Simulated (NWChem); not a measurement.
Program: NWChem. System: germanium monoxide (GeO), charge 0, spin multiplicity 1, at a geometry optimised with PBE/def2-SVP. Level: B2PLYP/def2-TZVP, 10 core orbitals frozen.

The NWChem input:

```
start mol
memory heap 200 mb stack 900 mb global 1100 mb
geometry units angstroms nocenter noautoz
  Ge     0.000000     0.000000     0.329722
  O      0.000000     0.000000    -1.318888
  symmetry group C2v
end
basis spherical
  * library def2-tzvp
end
dft
  xc hfexch 0.53 becke88 0.47 lyp 0.73 mp2 0.27
  dftmp2
  semidirect memsize 60000000 filesize 0
  iterations 100
end
mp2
  freeze core 10
end
task dft energy
```

NWChem printed:

```
             Northwest Computational Chemistry Package (NWChem) 7.3.0
             --------------------------------------------------------

                                NWChem Input Module
                                -------------------

 Scaling coordinates for geometry "geometry" by  1.889725989
 (inverse scale =  0.529177249)

 Turning off AUTOSYM since
 SYMMETRY directive was detected!

                             Geometry "geometry" -> ""
                             -------------------------

 Output coordinates in angstroms (scale by  1.889725989 to convert to a.u.)

  No.       Tag          Charge          X              Y              Z
 ---- ---------------- ---------- -------------- -------------- --------------
    1 Ge                  32.0000     0.00000000     0.00000000     0.32972200
    2 O                    8.0000     0.00000000     0.00000000    -1.31888800

 Effective nuclear repulsion energy (a.u.)      82.1718755460

            Nuclear Dipole moment (a.u.)
            ----------------------------
        X                 Y               Z
 ---------------- ---------------- ----------------
     0.0000000000     0.0000000000     0.0000000000

      Symmetry information
      --------------------

 Group name             C2v
 Group number             16
 Group order               4
 No. of unique centers     2

      Symmetry unique atoms

     1    2


 Summary of "ao basis" -> "" (spherical)
 ------------------------------------------------------------------------------
       Tag                 Description            Shells   Functions and Types
 ---------------- ------------------------------  ------  ---------------------
 *                         def2-tzvp                  on all atoms

  dft_input: which_mp2 not specified, using semidirect MP2 by default.

                                 NWChem DFT Module
                                 -----------------

 Summary of "ao basis" -> "ao basis" (spherical)
 ------------------------------------------------------------------------------
       Tag                 Description            Shells   Functions and Types
 ---------------- ------------------------------  ------  ---------------------
 Ge                        def2-tzvp                16       48   6s5p4d1f
 O                         def2-tzvp                11       31   5s3p2d1f

 Summary of "ao basis" -> "ao basis" (spherical)
 ------------------------------------------------------------------------------
       Tag                 Description            Shells   Functions and Types
 ---------------- ------------------------------  ------  ---------------------
 Ge                        def2-tzvp                16       48   6s5p4d1f
 O                         def2-tzvp                11       31   5s3p2d1f

      Symmetry analysis of basis
      --------------------------

        a1         35
        a2          8
        b1         18
        b2         18

            General Information
            -------------------
          SCF calculation type: DFT
          Wavefunction type:  closed shell.
          No. of atoms     :     2
          No. of electrons :    40
           Alpha electrons :    20
            Beta electrons :    20
          Charge           :     0
          Spin multiplicity:     1
          Use of symmetry is: on ; symmetry adaption is: on
          Maximum number of iterations: 100
          AO basis - number of functions:    79
                     number of shells:    27
[...]
              MO Center= -7.8D-16,  7.4D-17, -1.7D-01, r^2= 2.5D+00
   Bfn.  Coefficient  Atom+Function         Bfn.  Coefficient  Atom+Function
  ----- ------------  ---------------      ----- ------------  ---------------
     6      0.464644  1 Ge s                 18      0.341545  1 Ge pz
    56     -0.341811  2 O  pz                59     -0.277534  2 O  pz
     5      0.228421  1 Ge s                 62     -0.222951  2 O  pz
    12     -0.164564  1 Ge pz                21      0.144887  1 Ge pz
     4     -0.126675  1 Ge s                  3     -0.093281  1 Ge s

 Vector   21  Occ=0.000000D+00  E=-3.681737D-02  Symmetry=b2
              MO Center=  4.7D-17, -8.6D-17,  3.5D-01, r^2= 3.1D+00
   Bfn.  Coefficient  Atom+Function         Bfn.  Coefficient  Atom+Function
  ----- ------------  ---------------      ----- ------------  ---------------
    20      0.718029  1 Ge py                17      0.376190  1 Ge py
    61     -0.232029  2 O  py                55     -0.210148  2 O  py
    11     -0.175150  1 Ge py                58     -0.166967  2 O  py
    38      0.118194  1 Ge d -1               8      0.067383  1 Ge py
    23     -0.054187  1 Ge d -1              14     -0.042269  1 Ge py

 Vector   22  Occ=0.000000D+00  E=-3.681737D-02  Symmetry=b1
              MO Center=  7.8D-16, -8.4D-17,  3.5D-01, r^2= 3.1D+00
   Bfn.  Coefficient  Atom+Function         Bfn.  Coefficient  Atom+Function
  ----- ------------  ---------------      ----- ------------  ---------------
    19      0.718029  1 Ge px                16      0.376190  1 Ge px
    60     -0.232029  2 O  px                54     -0.210148  2 O  px
    10     -0.175150  1 Ge px                57     -0.166967  2 O  px
    40     -0.118194  1 Ge d  1               7      0.067383  1 Ge px
    25      0.054187  1 Ge d  1              13     -0.042269  1 Ge px

 Vector   23  Occ=0.000000D+00  E= 8.248757D-02  Symmetry=a1
              MO Center= -6.7D-16, -8.1D-15,  3.4D-01, r^2= 4.5D+00
   Bfn.  Coefficient  Atom+Function         Bfn.  Coefficient  Atom+Function
  ----- ------------  ---------------      ----- ------------  ---------------
    21      1.357354  1 Ge pz                53      1.169847  2 O  s
     6     -0.992107  1 Ge s                 62      0.446441  2 O  pz
    18      0.222994  1 Ge pz                59      0.151001  2 O  pz
    51      0.140310  2 O  s                 56      0.136968  2 O  pz
    24     -0.121128  1 Ge d  0              39      0.080822  1 Ge d  0

 center of mass
 --------------
 x =   0.00000000 y =   0.00000000 z =   0.06889552

 moments of inertia (a.u.)
 ------------------
         127.628469696329           0.000000000000           0.000000000000
           0.000000000000         127.628469696329           0.000000000000
           0.000000000000           0.000000000000           0.000000000000

     Multipole analysis of the density
     ---------------------------------

     L   x y z        total         alpha         beta         nuclear
     -   - - -        -----         -----         ----         -------
     0   0 0 0     -0.000000    -20.000000    -20.000000     40.000000

     1   1 0 0     -0.000000     -0.000000     -0.000000      0.000000
     1   0 1 0     -0.000000     -0.000000     -0.000000      0.000000
     1   0 0 1      1.529528      0.764764      0.764764      0.000000

     2   2 0 0    -15.031176     -7.515588     -7.515588      0.000000
     2   1 1 0     -0.000000     -0.000000     -0.000000      0.000000
     2   1 0 1     -0.000000     -0.000000     -0.000000      0.000000
     2   0 2 0    -15.031176     -7.515588     -7.515588      0.000000
     2   0 1 1     -0.000000     -0.000000     -0.000000      0.000000
     2   0 0 2    -20.368710    -41.243072    -41.243072     62.117434

                   NWChem MP2 Semi-direct Energy/Gradient Module
                   ---------------------------------------------

  Basis functions       =     79
  Molecular orbitals    =     79
  Frozen core           =     10
  Frozen virtuals       =      0
  Active alpha occupied =     10
  Active beta occupied  =     10
  Active alpha virtual  =     59
  Active beta virtual   =     59
  Use MO symmetry       = T
  Use skeleton AO sym   = T

  AO/Fock/Back tols     =   1.0D-09  1.0D-09  1.0D-09

 GA uses MA = F    GA memory limited = T

 Available:
  local mem=  4.43D+07
 global mem=  1.44D+08
 local disk=  0.00D+00
  mp2_memr nvloc                    59
  nvloc new                    59
   1 passes of  10:        4194304                      42219                   6321627.
   1 passes of  10: M     44318767           G      144166718           F      40124463.

 Semi-direct pass number   1 of   1  for RHF alpha+beta  at        1.5s
  vrange nnbf                  3146
  mp2_eaftype                    24  avail_ma_in_mb                   386
 EAF : mp2_eaftype filesize          24    3160813.
  mp2_eaf for mointskh                     24
Node 0 wrote     14.8 Mb in      0.0 s     Agg I/O rate:  2349.8 Mb/s
 Done moints_semi at        3.3s
  mp2_eaftype                    24  avail_ma_in_mb                   386
 EAF : mp2_eaftype filesize          24    3160813.
  mp2_eaf for kh                    24
 Done maket at        3.3s
 Done multipass loop at        3.3s

          -------------------------------------------
          DFT energy                   -2151.695204060360
          Unscaled MP2 energy             -0.607250992595
          Total DFT+MP2 energy         -2151.859161828360
          -------------------------------------------

 -----------------------
 Performance information
 -----------------------

 Timer overhead =  1.21D-07 seconds/call

               Nr. of calls         CPU time (s)                 Wall time (s)                GFlops
             ---------------    -------------------     ------------------------------   -------------------
Name         Min   Avg   Max    Min     Avg     Max     Min     Avg     Max   Mx/calls   Min     Max     Sum
mp2: moin     1     1     1    1.7     1.7     1.7      1.7     1.7     1.7     1.7      0.0     0.0     0.0
mp2: make     1     1     1   4.59E-2 4.59E-2 4.59E-2  4.59E-2 4.59E-2 4.59E-2 4.59E-2   0.0     0.0     0.0
mp2: tota     1     1     1    1.8     1.8     1.8      1.8     1.8     1.8     1.8      0.0     0.0     0.0

 The average no. of pstat calls per process was 3.00D+00
 with a timing overhead of 3.62D-07s

 Task  times  cpu:        3.3s     wall:        3.3s

 Total times  cpu:        3.3s     wall:        3.3s
```
